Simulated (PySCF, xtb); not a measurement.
C2H10OSi3, SMILES O[C@@H]1C[Si@H]([SiH3])[SiH2]1.

GFN2-xTB run with xtb at its own geometry gives an orbital gap of 3.32 eV and a dipole moment of 0.99 D.

The structure is a stationary point at PBE-D3(BJ)/def2-SVP. The structure was generated by enumeration; whether it is a known compound was not checked. Other conformers were not sampled.

**Question.** What does B3LYP/def2-TZVP (PySCF) give? (The exact figures need the calculation; the answer reports its results.)

**Answer.** gap 6.35 eV (levels -7.02 and -0.68 eV), dipole 1.78 D.
